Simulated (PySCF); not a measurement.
C7H12O.
Cartesian coordinates in Å at the GFN2-xTB level; atoms count from 1:
```
atom  x, y, z in Å
C1     2.557   -0.107    0.214
C2     1.328   -0.037   -0.267
C3     0.508   -1.247   -0.609
C4    -0.800   -1.233    0.186
C5    -1.574    0.063   -0.069
O6    -2.811    0.078    0.610
C7    -0.705    1.267    0.309
C8     0.603    1.259   -0.486
H9     3.053   -1.051    0.370
H10    3.123    0.775    0.460
H11    1.065   -2.160   -0.396
H12    0.272   -1.232   -1.677
H13   -1.421   -2.087   -0.091
H14   -0.576   -1.310    1.255
H15   -1.844    0.126   -1.129
H16   -2.640    0.025    1.557
H17   -1.259    2.188    0.118
H18   -0.481    1.223    1.379
H19    1.227    2.102   -0.187
H20    0.371    1.367   -1.549
```

The calculation used PySCF, TDDFT PBE0/def2-SVPD, vertical, gas phase, core orbitals frozen in the response.

Kohn–Sham orbitals with the atoms that hold most of them (Löwdin shares over 4%, at most four atoms; ? is withheld):

```json
{"orbital": "LUMO+2", "ε (eV)": "0.88", "atoms": "C1 21%, H19 8%, H11 8%, C8 8%"}
{"orbital": "LUMO+1", "ε (eV)": "0.77", "atoms": "O6 28%, H16 21%, H14 10%, H18 10%"}
{"orbital": "LUMO", "ε (eV)": "0.20", "atoms": "?"}
{"orbital": "HOMO", "ε (eV)": "-7.25", "atoms": "?"}
{"orbital": "HOMO-1", "ε (eV)": "-7.69", "atoms": "O6 50%, C5 13%, C7 10%, C4 10%"}
{"orbital": "HOMO-2", "ε (eV)": "-8.95", "atoms": "O6 21%, C5 18%, C7 10%, C4 10%"}
{"orbital": "HOMO-3", "ε (eV)": "-8.98", "atoms": "C2 17%, C3 12%, C8 12%, O6 11%"}
```

(1) Give the leading atoms of the HOMO.

(2) Give the leading atoms of the LUMO.

(3) How does S1 compare with the orbital gap of 7.45 eV?

(4) One configuration dominates each of S1, S3 and S5. Which, and how do the shares of the two leading atoms of either orbital change from the occupied to the empty one?

Answers

(1) C1 (bonded to C and 2 H) 38%; C2 (bonded to 3 C) 32%; C3 (bonded to 2 C and 2 H) 5%; C8 (bonded to 2 C and 2 H) 5%.

(2) C1 (bonded to C and 2 H) 24%; C2 (bonded to 3 C) 23%; H9 (bonded to C) 5%; H10 (bonded to C) 5%. By element: carbon 47% or more, hydrogen 11% or more.

(3) S1 is at 6.79 eV (f = 0.0052), 0.66 eV below the gap, made of HOMO-1→LUMO (86%), HOMO-1→LUMO+1 (11%). Its leading pair isn't HOMO and LUMO; the energies of that pair differ by 7.89 eV. Without the coupling terms of the response equations the lowest excitation would equal the gap.

(4) 
- S1 (6.79 eV, f 0.0052), HOMO-1→LUMO (86%): O6 50% → at most 6%, C5 13% → at most 6%, C1 at most 10% → 24%, C2 at most 10% → 23%
- S3 (7.07 eV, f 0.0073), HOMO-1→LUMO+1 (84%): O6 50% → 28%, C5 13% → at most 11%, H16 at most 10% → 21%
- S5 (7.17 eV, f 0.040), HOMO→LUMO+1 (92%): C1 38% → at most 11%, C2 32% → at most 11%, O6 at most 6% → 28%, H16 at most 6% → 21%

Löwdin shares depend on the basis, the more so with diffuse functions.

One conformer stands for the species.
